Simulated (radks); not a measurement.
Values are calculated unless marked as measured or tabulated.
Task: All-electron atom: O+ in [He] 2s2 2p3 (the NIST ground configuration). Level of theory: Dirac Kohn-Sham, PBE, spin-unpolarised, spherical densities, finite nucleus; open shells fill j = l - 1/2 first; Fermi nuclear charge, rms radius 2.6991 fm (a radial shooting solver on a logarithmic mesh with Libxc functionals). Some entries of the table are withheld. Estimate them.

| orbital | occ. | eigenvalue (eV) | <r> (bohr) | <1/r> (bohr^-1) |
|---|---|---|---|---|
| 1s1/2 | 2 | (1) | 0.1995 | (2) |
| 2s1/2 | 2 | -39.6549 | 1.084 | 1.341 |
| 2p1/2 | 2 | (3) | 1.109 | 1.211 |
| 2p3/2 | 1 | (4) | 1.110 | 1.209 |

Result: 
(1) 1s1/2 eigenvalue (eV): -533.5228
(2) 1s1/2 <1/r> (bohr^-1): 7.637
(3) 2p1/2 eigenvalue (eV): -24.4703
(4) 2p3/2 eigenvalue (eV): -24.4262
